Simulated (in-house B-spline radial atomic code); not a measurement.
What moves the levels of the gold ion Au⁺ ([Xe] 4f14 5d10)? Computed with a B-spline radial code for spherical atoms: Dirac-Hartree-Fock, average of configuration, Fermi nucleus of rms radius 5.4247 fm.

Baseline run (computed): total energy -19035.2915 hartree, 1s1/2 at -2986.441 hartree, 5d5/2 at -20.145 eV with <r> = 1.581 bohr.

Changing the nucleus:

```
                                       nucleus  ΔE (eV)
Fermi nucleus of rms radius 5.4306 fm, A = 184    0.205
Fermi nucleus of rms radius 5.4296 fm, A = 185     0.17
Fermi nucleus of rms radius 5.4354 fm, A = 186    0.372
Fermi nucleus of rms radius 5.4018 fm, A = 187   -0.794
Fermi nucleus of rms radius 5.4049 fm, A = 188   -0.687
Fermi nucleus of rms radius 5.4084 fm, A = 189   -0.565
Fermi nucleus of rms radius 5.4109 fm, A = 190   -0.479
Fermi nucleus of rms radius 5.4147 fm, A = 191   -0.347
Fermi nucleus of rms radius 5.4179 fm, A = 192   -0.236
Fermi nucleus of rms radius 5.4221 fm, A = 193  -0.0902
Fermi nucleus of rms radius 5.4252 fm, A = 194   0.0174
Fermi nucleus of rms radius 5.4298 fm, A = 195    0.177
Fermi nucleus of rms radius 5.4332 fm, A = 196    0.295
Fermi nucleus of rms radius 5.4371 fm, A = 197    0.431
  Fermi nucleus of rms radius 5.44 fm, A = 198    0.532
Fermi nucleus of rms radius 5.4454 fm, A = 199    0.719
```

A larger nucleus binds the electrons less, roughly as the density at the nucleus times the change of the nuclear <r²>. The reference is A = 183.
